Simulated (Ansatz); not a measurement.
```xyz
10

C    -0.826   -0.956   -0.558
Si    0.384   -0.670    0.856
O     1.216    0.721    0.596
Al    0.598    1.960   -0.402
Te   -1.438    0.928   -1.464
H    -0.400   -1.557   -1.361
H    -1.741   -1.436   -0.209
H     1.340   -1.805    0.943
H    -0.384   -0.569    2.126
H     1.250    3.384   -0.527
```

Total charge 0; spin multiplicity 1. Te takes the def2 core potential.

Question: List the PBE0/def2-TZVPP orbital energies in eV (Ansatz 0.2.0). (An estimate is asked.)

Answer: The calculation gave: Occupied: -1802.92, -1528.39, -522.43, -278.79, -171.71, -145.16, -120.69, -120.55, -120.45, -114.23, -99.85, -99.81, -99.81, -74.33, -74.20, -74.14, -43.86, -43.82, -43.72, -43.60, -43.60, -27.21, -20.16, -16.61, -14.68, -12.45, -12.27, -11.32, -10.72, -10.23, -9.39, -8.85, -8.72, -7.66, -6.49. Lowest empty: -1.08, -0.88, -0.37, 0.43, 1.16, 1.74, 1.98, 2.12.
